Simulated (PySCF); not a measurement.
C$_{3}$H$_{3}$ (SMILES C1=C[CH-]1), charge -1, singlet, at a GFN2-xTB geometry (in this run its highest filled SCF level lies above zero, so its values depend strongly on the basis, on diffuse functions most of all); HF/6-31G** in PySCF.

Input for PySCF:
```python
from pyscf import gto, scf

mol = gto.Mole()
mol.atom = '''
C 
C  1 1.554332
C  2 1.301133 1 65.256888
H  1 1.221601 3 106.660282 2 -97.927309
H  2 1.088918 3 141.820444 1 169.999238
H  3 1.088918 2 141.820444 5 -0.000000
'''
mol.basis = '6-31g**'
mol.charge = -1
mol.verbose = 4
mol.build()

mf = scf.RHF(mol)
mf.kernel()
mf.analyze()
```

It wrote (shortened):

```
PySCF version 2.14.0

[INPUT] verbose = 4
[INPUT] num. atoms = 6
[INPUT] num. electrons = 22
[INPUT] charge = -1
[INPUT] spin (= nelec alpha-beta = 2S) = 0
[INPUT] symmetry False subgroup None
[INPUT] Mole.unit = angstrom
[INPUT] Symbol           X                Y                Z      unit          X                Y                Z       unit  Magmom
[INPUT]  1 C      0.000000000000   0.000000000000   0.000000000000 AA    0.000000000000   0.000000000000   0.000000000000 Bohr   0.0
[INPUT]  2 C      1.554332000000   0.000000000000   0.000000000000 AA    2.937261786647   0.000000000000   0.000000000000 Bohr   0.0
[INPUT]  3 C      1.009742055383   0.000000000000   1.181680530393 AA    1.908135941129   0.000000000000   2.233052569174 Bohr   0.0
[INPUT]  4 H     -0.350228712601   1.159136216019  -0.161406582219 AA   -0.661836347775   2.190449989341  -0.305014235096 Bohr   0.0
[INPUT]  5 H      2.514608544181   0.116889780734  -0.499948145892 AA    4.751921458993   0.220889672347  -0.944765072219 Bohr   0.0
[INPUT]  6 H      1.253481857398   0.116889780734   2.236512317361 AA    2.368737412593   0.220889672347   4.226395754029 Bohr   0.0

nuclear repulsion = 56.230518330232
number of shells = 27
number of NR pGTOs = 102
number of NR cGTOs = 57
basis = 6-31g**
ecp = {}

******** <class 'pyscf.scf.hf.RHF'> ********
method = RHF
initial guess = minao
damping factor = 0
level_shift factor = 0
DIIS = <class 'pyscf.scf.diis.CDIIS'>
diis_start_cycle = 1
diis_space = 8
diis_damp = 0
SCF conv_tol = 1e-09
SCF conv_tol_grad = None
SCF max_cycles = 50
direct_scf = True
direct_scf_tol = 1e-13
Set gradient conv threshold to 3.16228e-05
Initial guess from minao.
init E= -115.593297076868
  HOMO = -0.111610382681004  LUMO = 0.0677621816669518  gap/eV = 4.88098
cycle= 1 E= -115.046225306362  delta_E= 0.547  |g|= 0.368  |ddm|= 2.42
  HOMO = 0.0735069108323625  LUMO = 0.415783833978153  gap/eV = 9.31383
cycle= 2 E= -115.088116404985  delta_E= -0.0419  |g|= 0.155  |ddm|= 0.668
  HOMO = 0.00867673791062806  LUMO = 0.405669627997  gap/eV = 10.80273
cycle= 3 E= -115.095179266612  delta_E= -0.00706  |g|= 0.0419  |ddm|= 0.271
  HOMO = 0.0115778177149135  LUMO = 0.408133612597505  gap/eV = 10.79083
cycle= 4 E= -115.096042407617  delta_E= -0.000863  |g|= 0.00836  |ddm|=  0.1
  HOMO = 0.0118318288390569  LUMO = 0.408655981281663  gap/eV = 10.79814
cycle= 5 E= -115.096118973342  delta_E= -7.66e-05  |g|= 0.00282  |ddm|= 0.0517
  HOMO = 0.0115562775380784  LUMO = 0.408433720747301  gap/eV = 10.79959
cycle= 6 E= -115.096129687844  delta_E= -1.07e-05  |g|= 0.000821  |ddm|= 0.0237
  HOMO = 0.0115422517717123  LUMO = 0.408646608657835  gap/eV = 10.80576
cycle= 7 E= -115.096130385641  delta_E= -6.98e-07  |g|= 0.000256  |ddm|= 0.00611
  HOMO = 0.0115200372111355  LUMO = 0.408595345507046  gap/eV = 10.80497
cycle= 8 E= -115.096130442822  delta_E= -5.72e-08  |g|= 5.31e-05  |ddm|= 0.00165
  HOMO = 0.0115229651117952  LUMO = 0.408598174192838  gap/eV = 10.80497
cycle= 9 E= -115.09613044553  delta_E= -2.71e-09  |g|= 1.38e-05  |ddm|= 0.000332
  HOMO = 0.0115232853664935  LUMO = 0.408597667552042  gap/eV = 10.80494
cycle= 10 E= -115.096130445733  delta_E= -2.04e-10  |g|= 3.91e-06  |ddm|= 8.16e-05
  HOMO = 0.0115238230984032  LUMO = 0.40859793968409  gap/eV = 10.80494
Extra cycle  E= -115.096130445747  delta_E= -1.36e-11  |g|= 1.77e-06  |ddm|= 1.46e-05
converged SCF energy = -115.096130445747
**** SCF Summaries ****
Total Energy =                        -115.096130445747036
Nuclear Repulsion Energy =              56.230518330232009
One-electron Energy =                 -271.204541161223233
Two-electron Energy =                   99.877892385244181
Two-electron Coulomb Energy =          116.606813227990983
DFT Exchange-Correlation Energy =      -16.728920842746803
HOMO-LUMO gap [eV] =                    10.804937064963609
**** MO energy ****
MO #1   energy= -10.9913901971809  occ= 2
MO #2   energy= -10.9894093906359  occ= 2
MO #3   energy= -10.9441826822877  occ= 2
MO #4   energy= -0.868122554057265 occ= 2
MO #5   energy= -0.51912525110231  occ= 2
MO #6   energy= -0.517509479726785 occ= 2
MO #7   energy= -0.379425085674908 occ= 2
MO #8   energy= -0.23668408717381  occ= 2
MO #9   energy= -0.154044462442752 occ= 2
MO #10  energy= -0.136006800237313 occ= 2
MO #11  energy= 0.0115238230984032 occ= 2
MO #12  energy= 0.40859793968409   occ= 0
MO #13  energy= 0.459853188493233  occ= 0
MO #14  energy= 0.480566688532577  occ= 0
MO #15  energy= 0.529021608272104  occ= 0
MO #16  energy= 0.595590005111124  occ= 0
MO #17  energy= 0.648623769670009  occ= 0
MO #18  energy= 0.721558872722451  occ= 0
MO #19  energy= 0.928302944367182  occ= 0
 ** Mulliken pop on meta-lowdin orthogonal AOs  **
 ** Mulliken pop  **
 ** Mulliken atomic charges  **
charge of    0C =     -0.53939
charge of    1C =     -0.22341
charge of    2C =     -0.22341
charge of    3H =     -0.12239
charge of    4H =      0.05430
charge of    5H =      0.05430

WARN: System has nonzero charge -1; the dipole moment is origin-dependent.
Location of origin: [0. 0. 0.]

Dipole moment(X, Y, Z, Debye): -0.39350,  0.51222, -0.18135
```
